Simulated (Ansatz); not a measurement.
Al(Me)(F)2 anion (CH3AlF2), SMILES [CH3][Al]([F])[F] (connectivity only; charge and spin as stated), charge -1, multiplicity 2.

Coordinates come from a r2SCAN-D4/def2-SVPD optimisation. The spin state was assumed, not searched. The isomer is the one that the SMILES or the coordinates give; other isomers of the formula were not compared.

Two levels are set side by side: PBE/def2-SVPD (Ansatz, a first-principles code) and CAM-B3LYP/def2-SVPD (Ansatz). Energy differences of separate SCF runs at the same geometry; the states with an electron removed or added have multiplicity 1. Differences are taken from unrounded values.

| quantity | PBE |
|---|---|
| vertical ionisation energy (eV) | 1.47 |

**Question.** These are the PBE values. What does CAM-B3LYP give? (The exact figures need the calculation; the answer reports its results.)

**Answer.** 
```json
[
 {"quantity": "vertical ionisation energy (eV)", "CAM-B3LYP": "1.60", "PBE minus CAM-B3LYP": "-0.13"}
]
```
